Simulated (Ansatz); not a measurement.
A structure relaxed at PBE0-D4/def2-TZVP in Ansatz, charge 0, sextet:

| atom | x (Å) | y (Å) | z (Å) |
| --- | --- | --- | --- |
| Mn1 | -0.0029 | -0.0026 | 0.0014 |
| F2 | 0.0388 | -0.8925 | -1.5520 |
| F3 | -0.0359 | 0.8950 | 1.5506 |

Question: Give its formula, name or SMILES and point group.

Answer: MnF₂. Point group D∞h (tolerance 0.1 Å).

Question: Summarise the bond lengths by kind (pairs closer than 1.2 times the sum of covalent radii, bridged metal pairs left out).

Answer: 2 × F–Mn 1.79 Å. The metal has 2 neighbours: F 1.79 Å, F 1.79 Å.
